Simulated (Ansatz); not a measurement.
Calculated with Ansatz (gas phase, PBE0-D4/def2-TZVP geometries, no zero-point term in ΔE). CBS: MP2 limit from def2 TZ/QZ plus the TZ coupled-cluster correction, frozen cores. Functionals use def2-TZVPP. B3LYP here is the variant with VWN-RPA as its local correlation; programs differ in this. HSE06 is defined as in plane-wave codes. Elements past krypton have def2 core potentials. For I, In outer-core shells are correlated without core-valence functions, which leaves a few kJ/mol of doubt a bond. One conformer a species, not always the lowest.

Reaction (substitution at a C–I bond): `CI` + `[NH2][In]([OH])[SH]` → `C[O][In]([NH2])[SH]` + HI

| level | ΔE (kJ/mol) | difference from CCSD(T)/CBS |
| --- | --- | --- |
| LDA (SPW92) | 44.6 | -16.0 |
| PBE-D4 | 53.8 | -6.8 |
| BLYP-D4 | 51.7 | -8.9 |
| r2SCAN-D4 | 53.1 | -7.5 |
| B97M-V | 49.7 | -10.9 |
| PBE0-D4 | 53.8 | -6.8 |
| B3LYP-D4 | 51.5 | -9.1 |
| r2SCANh-D4 | 53.4 | -7.2 |
| r2SCAN0-D4 | 53.7 | -6.9 |
| HSE06-D4 | 54.0 | -6.6 |
| CAM-B3LYP-D4 | 47.6 | -13.0 |
| ωB97X-V | 50.7 | -9.9 |
| ωB97M-V | 53.9 | -6.7 |
| B2PLYP | 56.5 | -4.1 |
| PBE-QIDH | 57.1 | -3.5 |
| PBE | 55.7 | -4.9 |
| revPBE | 58.8 | -1.8 |
| BLYP | 55.1 | -5.5 |
| r2SCAN | 54.0 | -6.6 |
| PBE0 | 55.6 | -5.0 |
| B3LYP | 54.2 | -6.4 |
| r2SCANh | 54.3 | -6.3 |
| r2SCAN0 | 54.7 | -5.9 |
| HSE06 | 55.8 | -4.8 |
| BHLYP | 52.2 | -8.4 |
| CAM-B3LYP | 49.6 | -11.0 |
| RPA@PBE/def2-TZVPP | 49.9 | -10.7 |
| HF/def2-SVP | 28.2 | -32.4 |
| MP2/def2-SVP | 35.5 | -25.1 |
| CCSD/def2-SVP | 27.1 | -33.5 |
| CCSD(T)/def2-SVP | 27.0 | -33.6 |
| HF/def2-TZVPP | 49.6 | -11.0 |
| SCS-MP2/def2-TZVPP | 58.6 | -2.0 |
| CCSD/def2-TZVPP | 52.7 | -7.9 |
| CCSD(T)/def2-TZVPP | 53.8 | -6.8 |
| HF/def2-QZVPP | 49.9 | -10.7 |
| MP2/def2-QZVPP | 66.1 | 5.5 |
| SCS-MP2/def2-QZVPP | 62.4 | 1.8 |
| MP2/CBS(def2) | 68.9 | 8.3 |
| CCSD/CBS(def2) | 59.5 | -1.1 |
| CCSD(T)/CBS | 60.6 | 0 |

Largest T1 diagnostic among the species: 0.015.

At CCSD(T), def2-SVP lies −33.6 kJ/mol from the extrapolated value and def2-TZVPP −6.8 kJ/mol. Leaving LDA and LC-ωPBE aside and taking each functional with its dispersion term where it has one, the values spread over 9.5 kJ/mol, from CAM-B3LYP-D4 to PBE-QIDH. LDA lies −11.1 kJ/mol from PBE without D4. In def2-TZVPP, CCSD(T) changes the Hartree–Fock value by +4.2 kJ/mol (the triples alone add +1.1 kJ/mol) and MP2 by +12.6 kJ/mol.
